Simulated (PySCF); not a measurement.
Stretching PrCl

Set-up: Pr x2c-TZVPall, Cl x2c-TZVPall; spin-free X2C with a Gaussian nucleus (PySCF 2.14). Energies in eV from Pr (4f3 6s2) + Cl in their ground configurations at the same level. All curves are PBE0. state 1: quintet, about 2.9 electrons in the 4f shell (Mulliken), real f orbitals that mix terms; state 2: Ms = 1 determinant of mixed spin, about 2.9 electrons in the 4f shell (Mulliken), real f orbitals that mix terms, a second solution, started from another occupation; state 3: quintet, about 2.4 electrons in the 4f shell (Mulliken), real f orbitals that mix terms, a second solution, started from another occupation.

| R (Å) | state 1 | state 2 | state 3 |
| --- | --- | --- | --- |
| 2.225 | -3.940 | -4.055 | -3.600 |
| 2.328 | -4.457 | -4.470 | -3.990 |
| 2.432 | -4.737 | -4.677 | -4.168 |
| 2.509 | -4.832 | -4.735 | -4.205 |
| 2.587 | -4.856 | -4.732 | -4.181 |
| 2.665 | -4.827 | -4.684 | -4.114 |
| 2.768 | -4.726 | -4.570 | -3.977 |
| 2.897 | -4.537 | -4.376 | -3.760 |
| 3.053 | -4.258 | -4.099 | -3.466 |
| 3.260 | -3.857 | -3.700 | -3.062 |

Problem. Put a parabola through the three lowest points of the state 1 curve and estimate Re, k and ωe (reduced mass 28.02 u; 1 eV/Å² = 0.16022 mdyn/Å; ωe = 1302.8·√(k/μ) cm⁻¹).

Solution. Through R = 2.509, 2.587, 2.665 Å the second-order coefficient is 4.36 eV/Å², so Re ≈ 2.583 Å, k ≈ 1.40 mdyn/Å and ωe ≈ 291 cm⁻¹. A polynomial fit of higher order to the unrounded PBE0 energies gives Re = 2.579 Å, k = 1.47 mdyn/Å, ωe = 299 cm⁻¹; anharmonicity and rounding make the difference.

The higher-order fit for each curve: state 1: Re = 2.579 Å, ωe = 299 cm⁻¹, De = 4.86 eV; state 2: Re = 2.543 Å, ωe = 293 cm⁻¹, minimum 4.74 eV below the ground-state fragments; state 3: Re = 2.514 Å, ωe = 306 cm⁻¹, minimum 4.20 eV below the ground-state fragments.

⟨S²⟩ of the unrestricted solution departs from its pure value on part of the curve, where spin states mix. Spin–orbit coupling is left out, which matters for elements this heavy, above all for dissociation energies. The state is the lowest single determinant that the PBE0 search found; with open d or f shells the true ground state can be another one.
